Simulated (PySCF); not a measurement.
C$_{4}$H$_{6}$AlBr, singlet, at a GFN2-xTB geometry (such geometries of metal compounds can be far from the true shape), atoms displaced at random by about 0.08 Å a coordinate; HF/STO-3G, gradient by finite differences (PySCF).

Input for PySCF:
```python
from pyscf import gto, scf

mol = gto.M(
    atom='''
Al   -0.311311   -0.233410   -0.242045
Br    1.132693    1.225607    1.023648
C    -1.735915    0.521327   -1.146023
C    -2.432410   -0.044509   -2.145305
H    -1.980030    1.575142   -0.994515
H    -3.389159    0.436843   -2.727110
H    -2.484557   -1.061997   -2.408824
C     0.198344   -2.148060   -0.215146
C    -0.278991   -3.286046   -0.586434
H     1.344661   -2.436073    0.349473
H    -0.228392   -4.223942   -0.417015
H    -1.388936   -3.105603   -1.113500
''',
    basis='sto-3g',
    charge=0,
    spin=0,
    verbose=4,
)

mf = scf.RHF(mol)
mf.conv_tol = 1e-11
mf.kernel()
scan, done = mf.as_scanner(), []
scan.scf_summary = {}
def energy(d):
    c = mol.atom_coords()
    c[0, 2] += d
    e = scan(mol.set_geom_(c, unit='Bohr', inplace=False))
    done.append(scan.converged)
    return e
h = 0.05
fd = (energy(h) - energy(-h)) / (2 * h)
print('dE/dx =', fd)
```

Q: Write the output that PySCF gives for this input, abridged.

A: 
```
PySCF version 2.14.0

[INPUT] verbose = 4
[INPUT] num. atoms = 12
[INPUT] num. electrons = 78
[INPUT] charge = 0
[INPUT] spin (= nelec alpha-beta = 2S) = 0
[INPUT] symmetry False subgroup None
[INPUT] Mole.unit = angstrom
[INPUT] Symbol           X                Y                Z      unit          X                Y                Z       unit  Magmom
[...]
nuclear repulsion = 397.324257958345
number of shells = 31
number of NR pGTOs = 159
number of NR cGTOs = 53
basis = sto-3g
ecp = {}

******** <class 'pyscf.scf.hf.RHF'> ********
method = RHF
initial guess = minao
damping factor = 0
level_shift factor = 0
DIIS = <class 'pyscf.scf.diis.CDIIS'>
diis_start_cycle = 1
diis_space = 8
diis_damp = 0
SCF conv_tol = 1e-11
SCF conv_tol_grad = None
SCF max_cycles = 50
direct_scf = True
direct_scf_tol = 1e-13
Set gradient conv threshold to 3.16228e-06
Initial guess from minao.
init E= -2933.3457922664
[...]
cycle= 1 E= -2936.59270386213  delta_E= -3.25  |g|= 0.38  |ddm|= 4.26
[...]
cycle= 2 E= -2936.68140644501  delta_E= -0.0887  |g|= 0.121  |ddm|= 0.949
[...]
cycle= 3 E= -2936.68758884905  delta_E= -0.00618  |g|= 0.0487  |ddm|= 0.246
[...]
cycle= 4 E= -2936.68868748122  delta_E= -0.0011  |g|= 0.0119  |ddm|= 0.09
[...]
cycle= 5 E= -2936.68875311578  delta_E= -6.56e-05  |g|= 0.00295  |ddm|= 0.023
[...]
cycle= 6 E= -2936.68876016165  delta_E= -7.05e-06  |g|= 0.000913  |ddm|= 0.00864
[...]
cycle= 7 E= -2936.68876064094  delta_E= -4.79e-07  |g|= 0.000268  |ddm|= 0.00234
[...]
cycle= 8 E= -2936.68876067507  delta_E= -3.41e-08  |g|= 8.7e-05  |ddm|= 0.000504
[...]
cycle= 9 E= -2936.6887606794  delta_E= -4.34e-09  |g|= 1.76e-05  |ddm|= 0.000202
[...]
cycle= 10 E= -2936.6887606797  delta_E= -2.95e-10  |g|= 4.39e-06  |ddm|= 6.09e-05
[...]
cycle= 11 E= -2936.68876067973  delta_E= -3.55e-11  |g|= 1.27e-06  |ddm|= 1.27e-05
[...]
cycle= 12 E= -2936.68876067972  delta_E= 9.09e-12  |g|= 3.24e-07  |ddm|= 3.42e-06
[...]
Extra cycle  E= -2936.68876067971  delta_E= 1.82e-11  |g|= 1.53e-07  |ddm|= 6.82e-07
converged SCF energy = -2936.68876067971
Create scanner for <class 'pyscf.scf.hf.RHF'>

WARN: Mole.unit (angstrom) is changed to Bohr

New geometry
   1 Al    -0.311311000000  -0.233410000000  -0.215586139454 AA   -0.588292529564  -0.441080974735  -0.407398759820 Bohr
   2 Br     1.132693000000   1.225607000000   1.023648000000 AA    2.140479553212   2.316061566350   1.934414367959 Bohr
   3 C     -1.735915000000   0.521327000000  -1.146023000000 AA   -3.280403925524   0.985165251341  -2.165669602452 Bohr
   4 C     -2.432410000000  -0.044509000000  -2.145305000000 AA   -4.596588722653  -0.084109820078  -4.054038903660 Bohr
   5 H     -1.980030000000   1.575142000000  -0.994515000000 AA   -3.741714418423   2.976586987300  -1.879360976772 Bohr
   6 H     -3.389159000000   0.436843000000  -2.727110000000 AA   -6.404582302605   0.825513629433  -5.153491011563 Bohr
   7 H     -2.484557000000  -1.061997000000  -2.408824000000 AA   -4.695132270871  -2.006883475110  -4.552017642279 Bohr
   8 C      0.198344000000  -2.148060000000  -0.215146000000 AA    0.374815838451  -4.059245099133  -0.406567016796 Bohr
   9 C     -0.278991000000  -3.286046000000  -0.586434000000 AA   -0.527216581219  -6.209726972723  -1.108199650133 Bohr
  10 H      1.344661000000  -2.436073000000   0.349473000000 AA    2.541041020384  -4.603510789448   0.660408257930 Bohr
  11 H     -0.228392000000  -4.223942000000  -0.417015000000 AA   -0.431598329042  -7.982093546048  -0.788044139835 Bohr
  12 H     -1.388936000000  -3.105603000000  -1.113500000000 AA   -2.624708644549  -5.868739121628  -2.104210039703 Bohr

******** <class 'pyscf.scf.hf.RHF_Scanner'> ********
method = RHF_Scanner
initial guess = minao
damping factor = 0
level_shift factor = 0
DIIS = <class 'pyscf.scf.diis.CDIIS'>
diis_start_cycle = 1
diis_space = 8
diis_damp = 0
SCF conv_tol = 1e-11
SCF conv_tol_grad = None
SCF max_cycles = 50
direct_scf = True
direct_scf_tol = 1e-13
Set gradient conv threshold to 3.16228e-06
init E= -2936.69089049882
[...]
cycle= 1 E= -2936.69039582801  delta_E= 0.000495  |g|= 0.00394  |ddm|= 0.027
[...]
cycle= 2 E= -2936.69040559952  delta_E= -9.77e-06  |g|= 0.00177  |ddm|= 0.00981
[...]
cycle= 3 E= -2936.69040704687  delta_E= -1.45e-06  |g|= 0.000654  |ddm|= 0.00325
[...]
cycle= 4 E= -2936.69040745481  delta_E= -4.08e-07  |g|= 0.000199  |ddm|= 0.00224
[...]
cycle= 5 E= -2936.69040748487  delta_E= -3.01e-08  |g|= 4.21e-05  |ddm|= 0.000659
[...]
cycle= 6 E= -2936.69040748652  delta_E= -1.65e-09  |g|= 9.72e-06  |ddm|= 0.000143
[...]
cycle= 7 E= -2936.69040748658  delta_E= -5.96e-11  |g|= 3.24e-06  |ddm|= 2.5e-05
[...]
cycle= 8 E= -2936.6904074866  delta_E= -2.41e-11  |g|= 1.26e-06  |ddm|= 7.78e-06
[...]
cycle= 9 E= -2936.69040748661  delta_E= -5e-12  |g|= 3.07e-07  |ddm|= 3.38e-06
[...]
Extra cycle  E= -2936.69040748661  delta_E= 1.82e-12  |g|= 1.51e-07  |ddm|= 7.2e-07
converged SCF energy = -2936.69040748661

WARN: Mole.unit (angstrom) is changed to Bohr

New geometry
   1 Al    -0.311311000000  -0.233410000000  -0.268503860546 AA   -0.588292529564  -0.441080974735  -0.507398759820 Bohr
   2 Br     1.132693000000   1.225607000000   1.023648000000 AA    2.140479553212   2.316061566350   1.934414367959 Bohr
   3 C     -1.735915000000   0.521327000000  -1.146023000000 AA   -3.280403925524   0.985165251341  -2.165669602452 Bohr
   4 C     -2.432410000000  -0.044509000000  -2.145305000000 AA   -4.596588722653  -0.084109820078  -4.054038903660 Bohr
   5 H     -1.980030000000   1.575142000000  -0.994515000000 AA   -3.741714418423   2.976586987300  -1.879360976772 Bohr
   6 H     -3.389159000000   0.436843000000  -2.727110000000 AA   -6.404582302605   0.825513629433  -5.153491011563 Bohr
   7 H     -2.484557000000  -1.061997000000  -2.408824000000 AA   -4.695132270871  -2.006883475110  -4.552017642279 Bohr
   8 C      0.198344000000  -2.148060000000  -0.215146000000 AA    0.374815838451  -4.059245099133  -0.406567016796 Bohr
   9 C     -0.278991000000  -3.286046000000  -0.586434000000 AA   -0.527216581219  -6.209726972723  -1.108199650133 Bohr
  10 H      1.344661000000  -2.436073000000   0.349473000000 AA    2.541041020384  -4.603510789448   0.660408257930 Bohr
  11 H     -0.228392000000  -4.223942000000  -0.417015000000 AA   -0.431598329042  -7.982093546048  -0.788044139835 Bohr
  12 H     -1.388936000000  -3.105603000000  -1.113500000000 AA   -2.624708644549  -5.868739121628  -2.104210039703 Bohr

******** <class 'pyscf.scf.hf.RHF_Scanner'> ********
method = RHF_Scanner
initial guess = minao
damping factor = 0
level_shift factor = 0
DIIS = <class 'pyscf.scf.diis.CDIIS'>
diis_start_cycle = 1
diis_space = 8
diis_damp = 0
SCF conv_tol = 1e-11
SCF conv_tol_grad = None
SCF max_cycles = 50
direct_scf = True
direct_scf_tol = 1e-13
Set gradient conv threshold to 3.16228e-06
init E= -2936.68598208674
[...]
cycle= 1 E= -2936.68664252569  delta_E= -0.00066  |g|= 0.00769  |ddm|= 0.0539
[...]
cycle= 2 E= -2936.6866809099  delta_E= -3.84e-05  |g|= 0.00342  |ddm|= 0.0194
[...]
cycle= 3 E= -2936.68668655031  delta_E= -5.64e-06  |g|= 0.0013  |ddm|= 0.0065
[...]
cycle= 4 E= -2936.68668814724  delta_E= -1.6e-06  |g|= 0.000394  |ddm|= 0.00445
[...]
cycle= 5 E= -2936.68668826386  delta_E= -1.17e-07  |g|= 8.31e-05  |ddm|= 0.0013
[...]
cycle= 6 E= -2936.68668827042  delta_E= -6.55e-09  |g|= 1.84e-05  |ddm|= 0.000288
[...]
cycle= 7 E= -2936.68668827067  delta_E= -2.51e-10  |g|= 5.5e-06  |ddm|= 4.97e-05
[...]
cycle= 8 E= -2936.68668827068  delta_E= -1.77e-11  |g|= 2.33e-06  |ddm|= 1.4e-05
[...]
cycle= 9 E= -2936.68668827068  delta_E= 2.73e-12  |g|= 5.98e-07  |ddm|= 5.84e-06
[...]
Extra cycle  E= -2936.68668827069  delta_E= -6.37e-12  |g|= 3.02e-07  |ddm|= 1.4e-06
converged SCF energy = -2936.68668827069
dE/dx = -0.03719215917499241
```
